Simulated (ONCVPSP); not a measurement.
## Ranking ONCV potentials for Ti (Z = 22)

All share these settings but for the change named:

Ti (Z = 22), optimised norm-conserving Vanderbilt (ONCV), made with ONCVPSP 4.0.1 (PBE, scalar-relativistic). Core [Ne], reference 3s2 3p6 3d2 4s1.5 (charge +0.5). Waves: 3s+4s: rc 1.70 bohr, ncon 4, nbas 7, qcut 6.2 1/bohr, 2 projectors; 3p: rc 1.25 bohr, ncon 5, nbas 8, qcut 11 1/bohr, 1 projector; 3d: rc 2.05 bohr, ncon 4, nbas 9, qcut 6.5 1/bohr, 1 projector. Local part: polynomial inside 1.00 bohr (lpopt 5, dvloc0 0 Ha). Core correction: none.

Test errors are all-electron minus pseudo excitation energies from the reference, over 3s2 3p6 3d2 4s2; 3s2 3p6 3d2 4s1; 3s2 3p6 3d2 4s0; 3s2 3p6 3d3 4s1. None of these files shows a bound ghost.

The base gives 24.6 meV.

Of 6 variants that were run, those that failed, showed a ghost or another fault, or gave nearly equal values are left out.

A variant can come out equal or close to the base, since the largest error may sit in a test that the change hardly touches while other tests move.

Problem. Rank these variants by their largest absolute test error, smallest first.
A. d: rc 2.58
B. d: rc 1.68
C. d: rc 2.26
D. d: rc 1.48
E. d: rc 2.1

Solution. D (4.4 meV), B (9.4 meV), E (27.1 meV), C (36.5 meV), A (59.6 meV).
